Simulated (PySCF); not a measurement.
A species of formula C6H4F3N has this rotational fingerprint, computed with PBE0/def2-SVPD in PySCF (dipole) on a GFN2-xTB geometry, gas phase:

| Item | Value |
| --- | --- |
| Rotational constants | A = 2121, B = 834.4, C = 803.9 MHz |
| Dipole components | \|μa\| = 2.38 D, \|μb\| = 0.76 D, \|μc\| = 0.39 D |
| Inertial defect | -215.29 u·Å² |
| κ | -0.95 |

Problem. Which structure is it? (One computed conformer of each.)
A. 2-(trifluoromethyl)pyridine (`n1ccccc1C(F)(F)F`)
B. `C1([C@@H](C#N)CC=1)C(F)(F)F`
C. `[CH:1]#[C:2][C@@H:3]([N:4]=[CH2:5])[C:6]([F:7])=[C:8]([F:9])[F:10]` with C2–C3–N4–C5 9°, C2–C3–C6–F7 -60°
D. `C(=CC(F)(F)F)=C(C)C#N`

Solution. C. It is C#C[C@@H](N=C)C(F)=C(F)F, a near-prolate asymmetric top, point group C1. The candidates at the same level (rigid rotor, commonest isotopes):

```tsv
SMILES	A (MHz)	B (MHz)	C (MHz)	μa (D)	μb (D)	μc (D)	Δ (u·Å²)	point group	rotor
CC(=C=CC(F)(F)F)C#N	2597	667.9	599.4	0.10	3.57	1.47	-108.17	C1	near-prolate asymmetric top
N#C[C@H]1CC=C1C(F)(F)F	2060	1067	840.3	0.38	4.81	1.12	-117.63	C1	asymmetric top
FC(F)(F)c1ccccn1	2922	975.7	837.9	4.06	1.75	0.03	-87.75	C1	asymmetric top
C#C[C@@H](N=C)C(F)=C(F)F	2121	834.4	803.9	2.38	0.76	0.39	-215.29	C1	near-prolate asymmetric top
```

`N#C[C@H]1CC=C1C(F)(F)F` has B 28 % too high; `FC(F)(F)c1ccccn1` has A 38 % too high; `CC(=C=CC(F)(F)F)C#N` has C 25 % too low. No structure here is proved a minimum.
